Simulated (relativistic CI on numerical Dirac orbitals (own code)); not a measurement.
Ligand-field terms of d3

Computed with a parametric ligand-field model of a d^n configuration (Racah B and C, spin-orbit zeta, crystal field), exact diagonalisation.

Field parameters in Wybourne normalisation: Oh B⁴₀ = 21Dq, B⁴₄ = √(5/14) B⁴₀; Td as Oh with Dq negative (B⁴₀ = 21Dq, B⁴₄ = √(5/14) B⁴₀). The field is a parameter set, without covalency.

Q: Lowest levels for B = 980, C = 4340, ζ = 340 cm⁻¹, Td, 10Dq = -7750 cm⁻¹?

A: Γ8 0 (S 1.50), Γ7 38 (S 1.50), Γ8 430 (S 1.50), Γ6 685 (S 1.50), Γ7 6832 (S 1.50), Γ8 6890 (S 1.50), Γ6 7060 (S 1.50), Γ8 7079 (S 1.50), Γ8 12641 (S 0.50) cm⁻¹, with S from ⟨S²⟩ = S(S + 1). The ground level has 1.90 electrons in the cubic e pair.

Q: Lowest levels for B = 330, C = 1290, ζ = 130 cm⁻¹, Oh, 10Dq = 23900 cm⁻¹?

A: Γ8 0 (S 1.50), Γ8 6548 (S 0.50), Γ8 6735 (S 0.50), Γ6 6753 (S 0.50), Γ8 10645 (S 0.50), Γ7 10680 (S 0.50), Γ7 23848 (S 1.50), Γ8 23880 (S 1.50), Γ8 23933 (S 1.50) cm⁻¹, with S from ⟨S²⟩ = S(S + 1). The ground level has 0.00 electrons in the cubic e pair.

Q: Lowest levels for B = 570, C = 2510, ζ = 810 cm⁻¹, Oh, 10Dq = 3650 cm⁻¹?

A: Γ8 0 (S 1.49), Γ8 3545 (S 1.49), Γ7 3570 (S 1.50), Γ8 3957 (S 1.49), Γ6 4130 (S 1.49), Γ7 6062 (S 1.49), Γ8 6402 (S 1.49), Γ8 7023 (S 1.47), Γ6 7407 (S 1.48) cm⁻¹, with S from ⟨S²⟩ = S(S + 1). The ground level has 0.08 electrons in the cubic e pair.

Q: Lowest levels for B = 610, C = 2860, ζ = 460 cm⁻¹, Oh, 10Dq = 27350 cm⁻¹?

A: Γ8 0 (S 1.50), Γ8 13329 (S 0.50), Γ8 13746 (S 0.50), Γ6 13848 (S 0.50), Γ8 21042 (S 0.51), Γ7 21207 (S 0.50), Γ7 27181 (S 1.50), Γ8 27301 (S 1.50), Γ8 27480 (S 1.50) cm⁻¹, with S from ⟨S²⟩ = S(S + 1). The ground level has 0.00 electrons in the cubic e pair.

Q: Lowest levels for B = 310, C = 1360, ζ = 680 cm⁻¹, Oh, 10Dq = 21400 cm⁻¹?

A: Γ8 0 (S 1.50), Γ8 6551 (S 0.51), Γ8 6690 (S 0.50), Γ6 6863 (S 0.50), Γ8 10836 (S 0.51), Γ7 10851 (S 0.51), Γ7 21182 (S 1.50), Γ8 21341 (S 1.49), Γ8 21579 (S 1.49) cm⁻¹, with S from ⟨S²⟩ = S(S + 1). The ground level has 0.00 electrons in the cubic e pair.
